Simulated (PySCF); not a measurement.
**Mercury: highly charged ions in a basis for the neutral atom**

Hg¹⁷⁺ [Kr] 4d10 4f14 5s2 5p1, Hg¹⁸⁺ [Kr] 4d10 4f14 5s2. All numbers are calculated (PySCF 2.14, scalar relativity through the core potential, in cc-pVTZ-PP with ECP60MDF (5s5p4d2f1g, 63 functions)). No spin-orbit coupling, so a gap to NIST mixes the basis error with missing relativistic terms.

Changed run: basis of the neutral atom used for a highly charged ion. This setting is unsound on purpose.

| species | method | sound run (hartree) | changed run (hartree) | converged |
| --- | --- | --- | --- | --- |
| Hg¹⁷⁺ | UHF | not run | -51.46049 | yes |
| Hg¹⁷⁺ | r2SCAN | not run | -51.62191 | yes |
| Hg¹⁷⁺ | PBE0 | not run | -51.61912 | yes |
| Hg¹⁸⁺ | UHF | not run | -36.67940 | yes |
| Hg¹⁸⁺ | r2SCAN | not run | -36.79394 | yes |
| Hg¹⁸⁺ | PBE0 | not run | -36.79664 | yes |

Ionisation energy of Hg¹⁷⁺:

```tsv
method	changed run (eV)	NIST (eV)
UHF	402.21	429 ± 21
r2SCAN	403.49	429 ± 21
PBE0	403.34	429 ± 21
```

The contracted functions were made for the neutral atom and can be too rigid for a highly charged ion.
